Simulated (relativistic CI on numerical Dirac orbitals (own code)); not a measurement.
**In7+: computed level list**

Computed by Dirac-Coulomb-Breit CI, separate exchange-only KLI orbitals for each configuration, model QED (radiative potential, 1s self-energy scaled to tabulated hydrogen-like ionisation energies), unscaled Slater integrals (own radial code, finite nucleus).

Configuration list (outside the closed core [Ar] 3d10): 4s2 4p6 4d6, 4s2 4p6 4d5 5s, 4s2 4p6 4d5 4f, 4s2 4p5 4d7, 4s2 4p6 4d5 5p, 4s2 4p6 4d4 5s2, 4s2 4p4 4d8, 4s 4p6 4d7, 4s2 4p6 4d4 5s 5p, 4s2 4p6 4d5 5d, 4s2 4p6 4d4 5p2, 4s2 4p6 4d5 6s, 4s2 4p6 4d5 6p, 4s2 4p6 4d5 6d, 4p6 4d8, 4s 4p5 4d8. Levels of other configurations are missing.

The lowest level is 4s2 4p6 4d6 5D_4, with 95 % of that term; Hund's rules for 4s2 4p6 4d6 give 5D with J = 4, in agreement.

| No. | Configuration | Term | J | E (eV) | % | Next component (%) | Landé g |
| --- | --- | --- | --- | --- | --- | --- | --- |
| 1 | 4s2 4p6 4d6 | 5D | 4 | 0.0000 | 95 | 5 3F | 1.488 |
| 2 | 4s2 4p6 4d6 | 5D | 3 | 0.5042 | 97 | 2 3F | 1.492 |
| 3 | 4s2 4p6 4d6 | 5D | 2 | 0.6860 | 91 | 7 3P | 1.492 |
| 4 | 4s2 4p6 4d6 | 5D | 1 | 0.8708 | 93 | 6 3P | 1.495 |
| 5 | 4s2 4p6 4d6 | 5D | 0 | 0.9408 | 92 | 7 3P |  |
| 6 | 4s2 4p6 4d6 | 3P | 2 | 3.0432 | 85 | 8 5D | 1.476 |
| 7 | 4s2 4p6 4d6 | 3F | 4 | 3.2642 | 41 | 21 3H | 1.086 |
| 8 | 4s2 4p6 4d6 | 3H | 6 | 3.7216 | 94 | 6 1I | 1.157 |
| 9 | 4s2 4p6 4d6 | 3H | 5 | 3.7280 | 64 | 36 3G | 1.092 |
| 10 | 4s2 4p6 4d6 | 3F | 3 | 3.8977 | 78 | 19 3G | 1.029 |
| 11 | 4s2 4p6 4d6 | 3F | 2 | 4.0133 | 90 | 8 1D | 0.702 |
| 12 | 4s2 4p6 4d6 | 3H | 4 | 4.2136 | 61 | 36 3F | 0.975 |
| 13 | 4s2 4p6 4d6 | 3P | 0 | 4.3110 | 60 | 33 1S |  |
| 14 | 4s2 4p6 4d6 | 3P | 1 | 4.3942 | 85 | 8 3D | 1.421 |
| 15 | 4s2 4p6 4d6 | 3G | 5 | 4.7763 | 64 | 36 3H | 1.140 |
| 16 | 4s2 4p6 4d6 | 3G | 4 | 4.9618 | 76 | 11 1G | 1.047 |
| 17 | 4s2 4p6 4d6 | 3G | 3 | 5.1084 | 77 | 20 3F | 0.822 |
| 18 | 4s2 4p6 4d6 | 3D | 2 | 5.2370 | 79 | 11 1D | 1.151 |
| 19 | 4s2 4p6 4d6 | 3D | 1 | 5.4454 | 90 | 9 3P | 0.593 |
| 20 | 4s2 4p6 4d6 | 3D | 3 | 5.4792 | 93 | 3 3F | 1.315 |
| 21 | 4s2 4p6 4d6 | 1I | 6 | 5.9293 | 94 | 6 3H | 1.009 |
| 22 | 4s2 4p6 4d6 | 1G | 4 | 6.1195 | 75 | 12 3H | 1.004 |
| 23 | 4s2 4p6 4d6 | 1S | 0 | 6.5010 | 51 | 48 3P |  |
| 24 | 4s2 4p6 4d6 | 1D | 2 | 6.5804 | 74 | 12 3D | 1.022 |
| 25 | 4s2 4p6 4d6 | 1F | 3 | 7.2449 | 78 | 20 3F | 1.016 |
| 26 | 4s2 4p6 4d6 | 3P | 0 | 7.9129 | 83 | 16 1S |  |
| 27 | 4s2 4p6 4d6 | 3P | 1 | 8.1545 | 98 | 1 3D | 1.490 |
| 28 | 4s2 4p6 4d6 | 3F | 4 | 8.6634 | 92 | 6 1G | 1.231 |
| 29 | 4s2 4p6 4d6 | 3F | 2 | 8.6698 | 97 | 2 3D | 0.678 |
| 30 | 4s2 4p6 4d6 | 3F | 3 | 9.0731 | 77 | 17 1F | 1.072 |
| 31 | 4s2 4p6 4d6 | 3P | 2 | 9.0774 | 93 | 4 1D | 1.475 |
| 32 | 4s2 4p6 4d6 | 1G | 4 | 10.0004 | 92 | 7 3F | 1.016 |
| 33 | 4s2 4p6 4d6 | 1D | 2 | 12.8738 | 98 | 1 4s2 4p4 4d8 1D | 1.000 |
| 34 | 4s2 4p6 4d6 | 1S | 0 | 16.2166 | 98 | 1 3P |  |
| 35 | 4d5(6S) 5s | 7S | 3 | 35.1338 | 97 | 2 5P | 1.993 |
| 36 | 4d5(6S) 5s | 5S | 2 | 37.7142 | 96 | 3 3P | 1.984 |
| 37 | 4d5(4G) 5s | 5G | 2 | 40.3315 | 90 | 7 3F | 0.385 |
| 38 | 4d5(4G) 5s | 5G | 3 | 40.3885 | 84 | 5 3F | 0.984 |
| 39 | 4d5(4G) 5s | 5G | 4 | 40.4873 | 94 | 2 3F | 1.158 |
| 40 | 4d5(4G) 5s | 5G | 6 | 40.4988 | 97 | 3 3H | 1.327 |
| 41 | 4d5(4G) 5s | 5G | 5 | 40.5320 | 97 | 1 5F | 1.265 |
| 42 | 4d5(4P) 5s | 5P | 3 | 40.7832 | 48 | 32 5D | 1.513 |
| 43 | 4d5(4P) 5s | 5P | 2 | 40.9195 | 52 | 41 5D | 1.644 |
| 44 | 4d5(4P) 5s | 5P | 1 | 41.1284 | 61 | 36 5D | 2.103 |
| 45 | 4d5(4D) 5s | 5D | 4 | 41.5510 | 89 | 4 5F | 1.470 |

Energies count from the lowest computed level. Percentages are summed over parent terms; the parents shown are those of the largest component, closed shells are left out there.

The mean weight of the leading LS term, summed over parents, in these 45 levels is 82 %, and that of the leading jj configuration (from the same eigenvectors) 57 %, so LS coupling describes them better.

At this charge configurations can still be misplaced by up to about 7 % of their energy. Terms inside the open d or f shell come out 10 to 20 % too wide with unscaled integrals.

Landé's interval rule says that E(J) − E(J−1) = AJ with one A. For the ground term the intervals give A = -564.8, -745.5, -488.7, -1016.6 cm⁻¹ for J = 1, 2, 3, 4; the multiplet is inverted.

LS names give the leading component of a level, which can be under half, so a name can repeat, a term be missing and a line seem to break the LS rules.
